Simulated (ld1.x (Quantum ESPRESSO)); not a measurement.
# Varying the PAW potential for Ru

Base potential:

Ru (Z = 44), PAW, made with ld1.x (Quantum ESPRESSO) 7.5 (PBE, scalar-relativistic). Core [Ar] 3d10, reference 4s2 4p6 4d8 5s0 5p0. Waves: 4s (bound): rcut 1.40, rcutus 1.85 bohr; 5s (bound, empty): rcut 1.40, rcutus 1.85 bohr; 4p (bound): rcut 1.60, rcutus 1.95 bohr; 5p (bound, empty): rcut 1.60, rcutus 1.95 bohr; 4d (bound): rcut 1.15, rcutus 1.30 bohr; 4d channel at 2.2 Ry: rcut 1.15, rcutus 1.30 bohr. Local part: all-electron potential smoothed inside 1.05 bohr (lloc = -1). Core correction: Bessel-smoothed model core inside 0.80 bohr. Augmentation charge: PSQ, inside the norm-conserving radii.

All-electron outer shells of the reference configuration (PBE, scalar-relativistic, ld1.x):

```
shell  level (eV)  outermost node (bohr)  outermost maximum (bohr)
   3p     -444.32                   0.16                      0.36
   3d     -270.20                      –                      0.30
   4s      -73.59                   0.48                      0.92
   4p      -43.75                   0.49                      0.98
   5s       -3.40                   1.24                      2.83
   4d       -3.15                   0.48                      1.23
   5p       -0.52                   1.43                      4.44
```

Cutoffs, loose and tight: the cutoffs (Ry, on a coarse ladder) from which the occupation-weighted sum of valence levels, in a spherical-Bessel basis at the reference potential, stays within 10 and 1 mRy of its value at 400 Ry. They do not see the model core or the augmentation charge, which bear on the density cutoff. Test errors are all-electron minus pseudo excitation energies from the reference, over the configurations 4s2 4p6 4d7 5s1 5p0; 4s2 4p6 4d7 5s0 5p0; 4s2 4p6 4d6 5s0 5p0; 4s2 4p6 4d7 5s0.5 5p0; 4s2 4p6 4d5 5s0 5p0; 4s2 4p6 4d6 5s1 5p0; 4s2 4p6 4d4 5s0 5p0. A dash means not determined; rows that change the core or the reference have their own tests. The largest error is taken over the tests solved by every variant that gives reliable tests at all: 4s2 4p6 4d5 5s0 5p0; 4s2 4p6 4d6 5s0 5p0; 4s2 4p6 4d6 5s1 5p0; 4s2 4p6 4d7 5s0 5p0; 4s2 4p6 4d7 5s0.5 5p0; 4s2 4p6 4d7 5s1 5p0.

Cutoffs are not given where the Bessel-basis levels miss the radial ones by over 6 mRy, ghosts where they miss by over 20 mRy; a channel whose overlap is not positive is not tested.

A file whose overlap is not positive is unfit for use, and its test errors describe a broken file.

```tsv
change	outcome	bound ghosts	largest test error (meV)
base	generated, overlap not positive	not determined (overlap not positive)	+142
core correction a·sin(br)/r model core, default radius (ld1.x builds one for every PAW set, though the input has nlcc=.false.)	generated, overlap not positive	not determined (overlap not positive)	+133
core correction Bessel-smoothed model core inside 0.56 bohr	generated, overlap not positive	not determined (overlap not positive)	+142
core correction Bessel-smoothed model core inside 0.74 bohr	generated, overlap not positive	not determined (overlap not positive)	+142
core correction Bessel-smoothed model core inside 0.98 bohr	generated, overlap not positive	not determined (overlap not positive)	+141
core correction Bessel-smoothed model core inside 1.18 bohr	generated, overlap not positive	not determined (overlap not positive)	+138
core correction Bessel-smoothed model core inside 1.36 bohr	generated, overlap not positive	not determined (overlap not positive)	+134
core correction Bessel-smoothed model core inside 1.50 bohr	generated, overlap not positive	not determined (overlap not positive)	+133
```
